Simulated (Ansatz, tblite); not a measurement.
Cost and result up the ladder for `FC(F)(F)C(F)(F)C(F)(F)C(F)(F)C(F)(F)C(F)(F)C(F)(F)C(F)(F)C(F)(F)C(F)(F)CC[S][Au]` (39 atoms). Total charge 0; singlet. Geometry: PBE-D4/def2-SVP.

```xyz
39

F    -5.886   -0.949   -2.208
C    -5.566   -2.215   -1.901
F    -5.684   -2.397   -0.577
F    -6.422   -3.035   -2.529
C    -4.116   -2.545   -2.382
F    -3.979   -2.080   -3.644
F    -3.992   -3.895   -2.389
C    -2.908   -2.021   -1.522
F    -2.946   -2.623   -0.312
F    -1.797   -2.429   -2.187
C    -2.817   -0.481   -1.314
F    -2.786    0.130   -2.518
F    -3.932   -0.083   -0.644
C    -1.615    0.050   -0.442
F    -1.746    1.401   -0.445
F    -1.779   -0.406    0.820
C    -0.165   -0.308   -0.920
F    -0.098   -0.219   -2.266
F     0.104   -1.579   -0.532
C     0.917    0.653   -0.306
F     0.595    0.879    0.998
F     0.888    1.815   -0.988
C     2.362    0.051   -0.352
F     2.447   -0.922    0.593
F     2.547   -0.511   -1.572
C     3.556    1.049   -0.132
F     4.676    0.272   -0.117
F     3.616    1.869   -1.205
C     3.557    1.921    1.166
F     2.522    2.802    1.047
F     4.718    2.650    1.110
C     3.510    1.132    2.466
C     3.752    1.949    3.736
S     2.513    3.226    4.183
Au    0.539    2.091    4.141
H     2.534    0.612    2.533
H     4.294    0.351    2.389
H     4.687    2.542    3.635
H     3.897    1.254    4.586
```

Ansatz on 2 threads of AMD EPYC 7R13 on a shared host and a share (18 GiB) of an NVIDIA H100 80GB HBM3; xTB runs through tblite on one thread. Times are rough, summed over both states, and most runs start from the orbitals of an earlier one. ωB97X-V/def2-SVP serves as the yardstick here, not as an exact answer. The other state is a doublet.

In the def2 sets Au takes a core potential; there is no spin–orbit coupling. The xTB rows come from tblite. Single mean-field runs in def2-SVP are fitted with def2-universal-jkfit. HOMO above LUMO, or a gap near zero within one spin, warns that the state may not be the lowest or that an electron is smeared out.

Raw xTB energies of ions are shifted by several eV.

```json
{"level": "GFN2-xTB", "functions": "154", "wall time": "0.4 s", "vertical IE (eV)": "13.45", "difference from ωB97X-V/def2-SVP (eV)": "5.08", "remarks": "–"}
{"level": "GFN1-xTB", "functions": "158", "wall time": "0.42 s", "vertical IE (eV)": "14.43", "difference from ωB97X-V/def2-SVP (eV)": "6.07", "remarks": "–"}
{"level": "PBE0-D4/def2-SVP", "functions": "532", "wall time": "21 s", "vertical IE (eV)": "8.42", "difference from ωB97X-V/def2-SVP (eV)": "0.05", "remarks": "–"}
{"level": "PBE-D4/def2-SVP", "functions": "532", "wall time": "25 s", "vertical IE (eV)": "8.24", "difference from ωB97X-V/def2-SVP (eV)": "-0.13", "remarks": "gap within one spin near zero (+1 doublet)"}
{"level": "ωB97X-V/def2-SVP (with forces)", "functions": "532", "wall time": "43 s", "vertical IE (eV)": "8.36", "difference from ωB97X-V/def2-SVP (eV)": "0.00", "remarks": "–"}
```
